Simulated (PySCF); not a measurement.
Geometries of 3 isomers of C8H7N, from PBE0-D3(BJ)/def2-TZVP geometry optimisation, gas phase in PySCF 2.14.0. One conformer each, no zero-point energy, no frequencies.

**Question.** Which is lowest in electronic energy at this level?
A.
```xyz
16
angstrom
C     -2.303   -0.669    0.204
C     -0.916   -0.121    0.068
C     -0.706    1.240   -0.148
C      0.571    1.757   -0.291
C      1.674    0.924   -0.220
C      1.480   -0.438   -0.002
C      2.603   -1.315    0.080
N      3.509   -2.023    0.150
C      0.191   -0.953    0.140
H     -2.290   -1.708    0.534
H     -2.886   -0.090    0.924
H     -2.833   -0.627   -0.751
H     -1.562    1.906   -0.203
H      0.710    2.819   -0.458
H      2.678    1.314   -0.327
H      0.063   -2.016    0.311
```
B.
```xyz
16
angstrom
C      1.982    0.794    0.191
C      0.549    0.402    0.030
C     -0.431    1.335   -0.284
C     -1.757    0.964   -0.443
C     -2.139   -0.361   -0.288
C     -1.186   -1.312    0.024
C      0.147   -0.934    0.182
C      1.120   -1.926    0.502
N      1.915   -2.721    0.757
H      2.094    1.877    0.167
H      2.391    0.421    1.133
H      2.594    0.368   -0.609
H     -0.144    2.373   -0.406
H     -2.499    1.716   -0.688
H     -3.175   -0.652   -0.411
H     -1.460   -2.352    0.150
```
C.
```xyz
16
angstrom
C      2.144   -0.295    0.364
C      1.927    1.035   -0.025
C      0.660    1.498   -0.318
C     -0.393    0.595   -0.214
N     -1.734    0.764   -0.434
C     -2.387   -0.420   -0.199
C     -1.486   -1.372    0.175
C     -0.199   -0.751    0.176
C      1.097   -1.188    0.467
H      3.152   -0.623    0.586
H      2.770    1.712   -0.096
H      0.495    2.527   -0.617
H     -2.171    1.618   -0.725
H     -3.456   -0.489   -0.321
H     -1.715   -2.397    0.421
H      1.275   -2.214    0.768
```

**Answer.** C. That is `C1=CC=C2NC=CC2=C1` (indole), 12.7 kcal/mol below the next.

```
          SMILES                                   atoms numbered as above      E (Eh)  relative (kcal/mol)  relative (kJ/mol)  dipole (D)
c1ccc2[nH]ccc2c1  [cH:1]1[cH:2][cH:3][c:4]2[nH:5][cH:6][cH:7][c:8]2[cH:9]1  -363.53569                  0.0                0.0        2.21
    Cc1ccccc1C#N    [CH3:1][c:2]1[cH:3][cH:4][cH:5][cH:6][c:7]1[C:8]#[N:9]  -363.51547                 12.7               53.1        4.37
  Cc1cccc(C#N)c1  [CH3:1][c:2]1[cH:3][cH:4][cH:5][c:6]([C:7]#[N:8])[cH:9]1  -363.51401                 13.6               56.9        5.04
```

As drawn, the lowest has an N–H bond, which the highest lacks; the highest has a C≡N group, which the lowest lacks.
